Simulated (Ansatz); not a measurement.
Process, species as SMILES: [AsH2] (AsH2) → [AsH2-] (an electron is taken up)
B3LYP-D3(BJ)/def2-TZVP geometries, fixed; electronic energies without zero-point terms; positive where energy is released.
Largest species:
```
As
H 1 1.5300
H 1 1.5300 2 90.76
```
Charge 0, spin multiplicity 2.

Basis-set convergence of the adiabatic electron affinity at HF with Ansatz (a quantum-chemistry and plane-wave program). All functions are spherical. Open shells are unrestricted. No added dispersion term, no relativity. Functions are those of the species that has most. Reference: the value in aug-pcseg-3, 0.187 eV, itself unsure by roughly 0.045 eV (its mean distance from aug-cc-pVQZ, def2-QZVPPD). Deviations are taken from unrounded values.

| basis | functions | adiabatic electron affinity (eV) | minus reference (eV) |
|---|---|---|---|
| STO-3G | 20 | -4.966 | -5.153 |
| pcseg-0 | 26 | -0.273 | -0.460 |
| def2-SV(P) | 36 | -0.338 | -0.525 |
| pcseg-1 | 37 | -0.202 | -0.389 |
| aug-pcseg-1 | 54 | 0.233 | 0.046 |
| cc-pVTZ | 71 | -0.017 | -0.203 |
| def2-TZVPPD | 88 | -0.057 | -0.244 |
| aug-cc-pVTZ | 105 | 0.186 | 0.000 |
| pcseg-3 | 134 | 0.128 | -0.058 |
| def2-QZVP | 135 | 0.085 | -0.101 |
| aug-cc-pVQZ | 185 | 0.186 | 0.000 |
| cc-pV5Z | 214 | 0.126 | -0.061 |
| pcseg-4 | 233 | 0.170 | -0.017 |
